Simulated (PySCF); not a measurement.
Correlation energy of N (nitrogen, neutral)

[He] 2s2 2p3, high-spin 4S determinant. Calculation: PySCF 2.14, in 6-31G* (3s2p1d, 14 functions); no relativity, point nucleus. Frozen: 1s2; 5 electrons correlated.

MP2 pair energies summed by pair of shells (mhartree):

```csv
pair,energy,share (%)
2s-2p,-44.97,63.9
2p-2p,-17.53,24.9
2s-2s,-7.83,11.1
```

Total MP2 correlation energy: -70.33 mhartree.

Same-spin part -21.21 and opposite-spin part -49.12 mhartree; SCS-MP2 scales them by 1/3 and 6/5 to -66.02 mhartree.

```json
{"level": "CCSD", "correlation energy (mhartree)": "-86.48"}
{"level": "(T)", "correlation energy (mhartree)": "-0.65"}
{"level": "CCSD(T)", "correlation energy (mhartree)": "-87.13"}
```

Diagnostics: T1 = 0.0039, D1 = 0.0091, largest double amplitude 0.040.

Cost of the coupled-cluster step: 0.05 s of wall time on 1 thread of Intel(R) Xeon(R) 6975P-C (shared host), for 5 correlated electrons.

Iterations:

```
CC2 = 0
CCSD nocc = (np.int64(4), np.int64(1)), nmo = (13, 13)
frozen orbitals [[0], [0]]
max_cycle = 100
direct = 0
conv_tol = 1e-08
conv_tol_normt = 1e-06
diis_space = 8
diis_start_cycle = 0
Init t2, MP2 energy = -0.0703344870279004
Init E_corr(UCCSD) = -0.0703344870280217
cycle = 1  E_corr(UCCSD) = -0.0830103049641404  dE = -0.0126758179  norm(t1,t2) = 0.0285612
cycle = 2  E_corr(UCCSD) = -0.0855451123536574  dE = -0.00253480739  norm(t1,t2) = 0.00835506
cycle = 3  E_corr(UCCSD) = -0.0865170039339664  dE = -0.00097189158  norm(t1,t2) = 0.00323541
cycle = 4  E_corr(UCCSD) = -0.0864809671992603  dE = 3.60367347e-05  norm(t1,t2) = 0.000552378
cycle = 5  E_corr(UCCSD) = -0.0864841717680268  dE = -3.20456877e-06  norm(t1,t2) = 0.000107114
cycle = 6  E_corr(UCCSD) = -0.0864840623230084  dE = 1.09445018e-07  norm(t1,t2) = 1.57875e-05
cycle = 7  E_corr(UCCSD) = -0.0864842400513283  dE = -1.7772832e-07  norm(t1,t2) = 1.00833e-06
cycle = 8  E_corr(UCCSD) = -0.0864841962333726  dE = 4.38179557e-08  norm(t1,t2) = 1.50937e-07
cycle = 9  E_corr(UCCSD) = -0.0864842020401238  dE = -5.80675119e-09  norm(t1,t2) = 2.91313e-08
UCCSD converged
E(UCCSD) = -54.47149189460843  E_corr = -0.08648420204012379
UCCSD(T) correction = -0.000652392569505161
```
